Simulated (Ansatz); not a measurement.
Born–Oppenheimer molecular dynamics of BFH2S2 (6 atoms, charge 0, multiplicity 1). It starts at the highest image of a converged band, a first-order saddle point between two minima.

The calculation used Ansatz 0.2.0, RKS PBE-D4/6-31G.

```
ensemble                      : NVE (velocity Verlet)
time step                     : 0.5 fs
steps asked                   : 200
starting velocities drawn for : 300 K
seed                          : 6144
```

First frame:

```xyz
6
Properties=species:S:1:pos:R:3
B -0.786 0.370 -0.293
S 0.481 -0.894 0.914
S -0.166 0.275 -1.923
H 0.921 -0.791 -0.543
F -1.786 0.968 0.406
H 1.335 0.072 1.439
```

Problem. How far do the bonds stretch over the last three quarters of this one trajectory? (Pairs bonded in most of those frames.)

Solution. 
```tsv
bond	mean (Å)	spread (Å)	shortest	longest
B1–S2	1.897	0.062	1.75	1.98
B1–S3	1.901	0.095	1.72	2.04
B1–F5	1.377	0.026	1.33	1.43
S2–H6	1.400	0.007	1.39	1.41
S3–H4	1.447	0.119	1.25	1.63
```

Mean temperature of the second half: 1579 K. The conserved energy stayed within 0.53 meV per atom of its start (net change -0.36 meV per atom), so the integration is sound. The system heated up, since it started high on the potential surface and ran downhill. A run of 0.1 ps of so small a system gives no equilibrium averages. The orbitals stay closed-shell, which can raise the energy where a bond breaks towards radicals; this wasn't checked here. Limits of this set-up: no polarisation functions.

The run took 9 min on 1 CPU thread of a shared host.
